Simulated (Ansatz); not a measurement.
Geometry optimisation, RKS PBE0-D4/def2-SVP (Ansatz 0.2.0).

input.yaml

```yaml
crystal:
  periodic: [false, false, false]
  atoms:
    - { symbol: Sn, position_ang: [0.0, 0.0, 0.0] }
    - { symbol: H, position_ang: [0.0, 0.0, 2.09] }
    - { symbol: H, position_ang: [1.6408, 0.0, -0.5794] }
    - { symbol: H, position_ang: [-0.8195, 1.4198, -0.5794] }
    - { symbol: H, position_ang: [-0.8195, -1.4198, -0.5794] }
    - { symbol: P, position_ang: [-2.6192, 0.0, 0.8703] }
    - { symbol: H, position_ang: [-3.3856, -0.8853, 0.067] }
    - { symbol: H, position_ang: [-2.669, -0.4268, 2.2237] }
    - { symbol: H, position_ang: [-1.0285, 0.0, 2.1074] }
basis:
  gaussian: { orbitals: def2-SVP }
hamiltonian:
  xc: pbe0
  dispersion: d4
relax:
  f_tol: 0.15
  max_steps: 25
  restrain:
    - { distance: [0, 5], at: 3.66, k: 30.0 }
    - { distance: [8, 1], at: 1.86, k: 30.0 }
    - { distance: [0, 1], at: 1.74, k: 30.0 }
    - { distance: [8, 5], at: 1.42, k: 30.0 }
```

Run as:

```bash
$ ansatz run input.yaml --threads 1 --pin off --max-ram 2048MiB --backend cpu --events-out ev --progress --plain --runs-dir out
```

Question: Where does it end, and by what steps?

Answer: It converged. The restraints hold the end off the free minimum. After 7 steps the energy has fallen by 4.441 eV (the restraints' own energy left out); H8 moved furthest, 0.88 Å. Parted: Sn1–P6 (2.76 → 3.67 Å). Joined: P6–H9 (2.02 → 1.42 Å).

```csv
step,energy less start (eV),largest force component (eV/Å),accepted
0,0.0000,2.085,yes
1,-0.2826,2.951,yes
2,-0.9506,3.937,yes
3,-2.3065,3.815,yes
4,-3.6788,1.552,yes
5,-4.2266,0.980,yes
6,-4.3873,0.464,yes
7,-4.4414,0.394,yes
```

```xyz
9
Properties=species:S:1:pos:R:3
Sn 0.298 -0.017 -0.124
H 0.220 -0.077 1.604
H 1.918 0.088 -0.669
H -0.586 1.350 -0.649
H -0.421 -1.435 -0.751
P -3.011 0.225 1.447
H -3.003 -0.833 0.485
H -3.475 -0.638 2.493
H -1.641 0.025 1.782
```

Time of the run: 35 s on 1 thread of AMD EPYC 7R43 64-Core Processor (Zen 3) (shared host), peak memory 0.17 GiB.
